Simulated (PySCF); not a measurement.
CH$_{8}$Si$_{2}$, charge -1, doublet (typed; the unrestricted solution is spin-contaminated), at a GFN2-xTB geometry (a state made from the parent by changing its charge; the spin is typed, not shown lowest) (in this run its highest filled SCF level lies above zero, so its values depend strongly on the basis, on diffuse functions most of all), with bond 10-3 at 3.0 times its length; PySCF with HF/6-31G*.

Here is a job for PySCF.
```python
from pyscf import gto, scf

mol = gto.Mole()
mol.atom = '''
    Si    1.32183991    0.74718455    0.01854967
    C     0.30430492   -0.86294806   -0.15968353
    Si   -1.46548722   -0.31013726    0.06153274
    H     2.81467254    0.60115328   -0.11731227
    H     1.10494018    1.22774988   -1.42593981
    H     1.33013140    0.75533024    1.55621130
    H     0.58124463   -1.60476522    0.59180269
    H     0.45085996   -1.33123646   -1.13484887
    H    -1.86725681    0.58529083   -1.04225929
    H    -2.10994989    1.19957041    4.17730177
    H    -2.54905090   -1.36759486   -0.02416202
'''
mol.basis = '6-31g*'
mol.charge = -1
mol.spin = 1
mol.verbose = 4
mol.build()

mf = scf.UHF(mol)
mf.kernel()
mo_i, mo_e, stable_i, stable_e = mf.stability(internal=True, external=True, return_status=True, nroots=6, tol=1e-6)
print('internally stable:', stable_i, ' externally stable:', stable_e)
if not stable_i:
    umf = mf.copy()
    umf.scf_summary = {}
    umf.kernel(umf.make_rdm1(mo_i, mf.mo_occ))
mf.analyze()
```

Output, abridged:

```
PySCF version 2.14.0

[INPUT] verbose = 4
[INPUT] num. atoms = 11
[INPUT] num. electrons = 43
[INPUT] charge = -1
[INPUT] spin (= nelec alpha-beta = 2S) = 1
[INPUT] symmetry False subgroup None
[INPUT] Mole.unit = angstrom
[INPUT] Symbol           X                Y                Z      unit          X                Y                Z       unit  Magmom
[...]
nuclear repulsion = 147.636374379253
number of shells = 38
number of NR pGTOs = 161
number of NR cGTOs = 66
basis = 6-31g*
ecp = {}

******** <class 'pyscf.scf.uhf.UHF'> ********
method = UHF
initial guess = minao
damping factor = 0
level_shift factor = 0
DIIS = <class 'pyscf.scf.diis.CDIIS'>
diis_start_cycle = 1
diis_space = 8
diis_damp = 0
SCF conv_tol = 1e-09
SCF conv_tol_grad = None
SCF max_cycles = 50
direct_scf = True
direct_scf_tol = 1e-13
number electrons alpha = 22  beta = 21
Set gradient conv threshold to 3.16228e-05
init E= -619.820759984086

cycle= 1 E= -620.038009217754  delta_E= -0.217  |g|= 0.237  |ddm|= 1.87
cycle= 2 E= -620.099869416665  delta_E= -0.0619  |g|= 0.0609  |ddm|= 0.464
cycle= 3 E= -620.107642385755  delta_E= -0.00777  |g|= 0.0269  |ddm|= 0.184
cycle= 4 E= -620.11152097731  delta_E= -0.00388  |g|= 0.0255  |ddm|= 0.138
cycle= 5 E= -620.115129714085  delta_E= -0.00361  |g|= 0.0277  |ddm|= 0.12
cycle= 6 E= -620.107631354417  delta_E= 0.0075  |g|= 0.0247  |ddm|= 0.267
cycle= 7 E= -620.098753933704  delta_E= 0.00888  |g|= 0.0441  |ddm|= 0.376
cycle= 8 E= -620.101750516981  delta_E= -0.003  |g|= 0.0408  |ddm|= 0.236
cycle= 9 E= -620.101753806753  delta_E= -3.29e-06  |g|= 0.041  |ddm|= 0.0471
cycle= 10 E= -620.101958515436  delta_E= -0.000205  |g|= 0.0406  |ddm|= 0.00906
cycle= 11 E= -620.103095849752  delta_E= -0.00114  |g|= 0.0374  |ddm|= 0.0514
cycle= 12 E= -620.101505073485  delta_E= 0.00159  |g|= 0.0416  |ddm|= 0.0963
cycle= 13 E= -620.100550399537  delta_E= 0.000955  |g|= 0.0459  |ddm|= 0.0658
cycle= 14 E= -620.115862235526  delta_E= -0.0153  |g|= 0.0296  |ddm|= 0.536
cycle= 15 E= -620.102244363403  delta_E= 0.0136  |g|= 0.0316  |ddm|= 0.525
cycle= 16 E= -620.098575633034  delta_E= 0.00367  |g|= 0.0287  |ddm|= 0.198
cycle= 17 E= -620.096952158101  delta_E= 0.00162  |g|= 0.0312  |ddm|= 0.175
cycle= 18 E= -620.101943970693  delta_E= -0.00499  |g|= 0.0163  |ddm|= 0.343
cycle= 19 E= -620.080952380512  delta_E= 0.021  |g|= 0.194  |ddm|= 1.96
cycle= 20 E= -620.083226071478  delta_E= -0.00227  |g|= 0.192  |ddm|= 0.135
cycle= 21 E= -620.096249870123  delta_E= -0.013  |g|= 0.0352  |ddm|= 1.94
cycle= 22 E= -620.098495391067  delta_E= -0.00225  |g|= 0.0285  |ddm|= 0.225
cycle= 23 E= -620.102879533097  delta_E= -0.00438  |g|= 0.0165  |ddm|= 0.204
cycle= 24 E= -620.107157076469  delta_E= -0.00428  |g|= 0.02  |ddm|= 0.193
cycle= 25 E= -620.097267426185  delta_E= 0.00989  |g|= 0.0289  |ddm|= 0.449
cycle= 26 E= -620.096596243402  delta_E= 0.000671  |g|= 0.0302  |ddm|= 0.0697
cycle= 27 E= -620.095605354787  delta_E= 0.000991  |g|= 0.0342  |ddm|= 0.0397
cycle= 28 E= -620.096845563858  delta_E= -0.00124  |g|= 0.0248  |ddm|= 0.263
cycle= 29 E= -620.095214138836  delta_E= 0.00163  |g|= 0.0329  |ddm|= 0.233
cycle= 30 E= -620.095852094554  delta_E= -0.000638  |g|= 0.031  |ddm|= 0.117
cycle= 31 E= -620.095383406767  delta_E= 0.000469  |g|= 0.0323  |ddm|= 0.0543
cycle= 32 E= -620.098243380512  delta_E= -0.00286  |g|= 0.0233  |ddm|= 0.345
cycle= 33 E= -620.103961355287  delta_E= -0.00572  |g|= 0.0201  |ddm|= 0.294
cycle= 34 E= -620.101574802107  delta_E= 0.00239  |g|= 0.0166  |ddm|= 0.185
cycle= 35 E= -620.095968925321  delta_E= 0.00561  |g|= 0.0316  |ddm|= 0.771
cycle= 36 E= -620.095570544736  delta_E= 0.000398  |g|= 0.086  |ddm|= 0.681
cycle= 37 E= -620.096439909028  delta_E= -0.000869  |g|= 0.0292  |ddm|= 0.656
cycle= 38 E= -620.096986268792  delta_E= -0.000546  |g|= 0.0207  |ddm|= 0.0517
cycle= 39 E= -620.097157178966  delta_E= -0.000171  |g|= 0.00716  |ddm|= 0.135
cycle= 40 E= -620.097219126245  delta_E= -6.19e-05  |g|= 0.00347  |ddm|= 0.0917
[...]
converged SCF energy = -620.097212764799  <S^2> = 0.96932339  2S+1 = 2.2084595
<class 'pyscf.scf.uhf.UHF'> wavefunction has an internal instability
<class 'pyscf.scf.uhf.UHF'> wavefunction is stable in the real -> complex stability analysis
<class 'pyscf.scf.uhf.UHF'> wavefunction has an UHF/UKS -> GHF/GKS instability
internally stable: False  externally stable: False
converged SCF energy = -620.095963932443  <S^2> = 0.9840579  2S+1 = 2.2217632
Total Energy =                        -620.097212764799337
[...]

 ** Mulliken spin pop alpha/beta on meta-lowdin orthogonal AOs **
 ** Mulliken Spin Density (per AO)  **
spin_pop of  0 Si 1s       -0.00000
spin_pop of  0 Si 2s        0.00000
spin_pop of  0 Si 3s        0.02450
spin_pop of  0 Si 4s        0.00193
spin_pop of  0 Si 2px      -0.00000
spin_pop of  0 Si 2py      -0.00000
spin_pop of  0 Si 2pz      -0.00000
spin_pop of  0 Si 3px       0.02321
spin_pop of  0 Si 3py       0.10636
spin_pop of  0 Si 3pz       0.00080
spin_pop of  0 Si 4px       0.00034
spin_pop of  0 Si 4py       0.00972
spin_pop of  0 Si 4pz      -0.00042
spin_pop of  0 Si 3dxy      0.00021
spin_pop of  0 Si 3dyz     -0.00010
spin_pop of  0 Si 3dz^2     0.00020
spin_pop of  0 Si 3dxz      0.00004
spin_pop of  0 Si 3dx2-y2   -0.00025
spin_pop of  1 C 1s       -0.00000
spin_pop of  1 C 2s        0.00293
spin_pop of  1 C 3s        0.00025
spin_pop of  1 C 2px      -0.00091
spin_pop of  1 C 2py       0.00315
spin_pop of  1 C 2pz      -0.00317
spin_pop of  1 C 3px       0.00042
spin_pop of  1 C 3py       0.00040
spin_pop of  1 C 3pz       0.00022
spin_pop of  1 C 3dxy     -0.00006
spin_pop of  1 C 3dyz      0.00006
spin_pop of  1 C 3dz^2     0.00005
spin_pop of  1 C 3dxz     -0.00001
spin_pop of  1 C 3dx2-y2    0.00010
spin_pop of  2 Si 1s       -0.00000
spin_pop of  2 Si 2s        0.00004
spin_pop of  2 Si 3s        0.19297
spin_pop of  2 Si 4s        0.00186
spin_pop of  2 Si 2px      -0.00000
spin_pop of  2 Si 2py      -0.00000
spin_pop of  2 Si 2pz       0.00000
spin_pop of  2 Si 3px       0.01537
spin_pop of  2 Si 3py       0.19673
spin_pop of  2 Si 3pz       0.56773
spin_pop of  2 Si 4px       0.00027
spin_pop of  2 Si 4py      -0.00009
spin_pop of  2 Si 4pz       0.00213
spin_pop of  2 Si 3dxy     -0.00011
spin_pop of  2 Si 3dyz      0.00056
spin_pop of  2 Si 3dz^2     0.00011
spin_pop of  2 Si 3dxz     -0.00007
spin_pop of  2 Si 3dx2-y2    0.00061
spin_pop of  3 H 1s       -0.00580
spin_pop of  3 H 2s        0.00011
spin_pop of  4 H 1s        0.02224
spin_pop of  4 H 2s        0.00206
spin_pop of  5 H 1s        0.01738
spin_pop of  5 H 2s        0.00250
spin_pop of  6 H 1s       -0.00145
spin_pop of  6 H 2s        0.00011
spin_pop of  7 H 1s        0.02275
spin_pop of  7 H 2s        0.00071
spin_pop of  8 H 1s       -0.00326
spin_pop of  8 H 2s        0.00053
spin_pop of  9 H 1s       -0.21298
spin_pop of  9 H 2s        0.00608
spin_pop of  10 H 1s        0.00038
spin_pop of  10 H 2s        0.00057
 ** Mulliken Spin Density (per atom)  **
spin density of  0 Si =      0.16652
spin density of  1 C =      0.00343
spin density of  2 Si =      0.97811
spin density of  3 H =     -0.00568
spin density of  4 H =      0.02430
spin density of  5 H =      0.01987
spin density of  6 H =     -0.00133
spin density of  7 H =      0.02346
spin density of  8 H =     -0.00273
spin density of  9 H =     -0.20690
spin density of  10 H =      0.00095
 ** Mulliken pop alpha/beta on meta-lowdin orthogonal AOs **
 ** Mulliken pop       alpha | beta **
In total            22.00000 | 21.00000
 ** Mulliken atomic charges   ( Nelec_alpha | Nelec_beta ) **
charge of  0Si =      0.47855  (     6.84399      6.67746 )
charge of  1C =     -0.66164  (     3.33253      3.32911 )
charge of  2Si =      0.45058  (     7.26377      6.28565 )
charge of  3H =     -0.17459  (     0.58445      0.59014 )
charge of  4H =     -0.13618  (     0.58024      0.55594 )
charge of  5H =     -0.10195  (     0.56091      0.54104 )
charge of  6H =      0.10204  (     0.44831      0.44965 )
charge of  7H =      0.08959  (     0.46693      0.44347 )
charge of  8H =     -0.15034  (     0.57380      0.57653 )
charge of  9H =     -0.75764  (     0.77537      0.98227 )
charge of  10H =     -0.13843  (     0.56969      0.56874 )

WARN: System has nonzero charge -1; the dipole moment is origin-dependent.
Location of origin: [0. 0. 0.]

Dipole moment(X, Y, Z, Debye):  6.74846, -4.59494, -14.08900
```
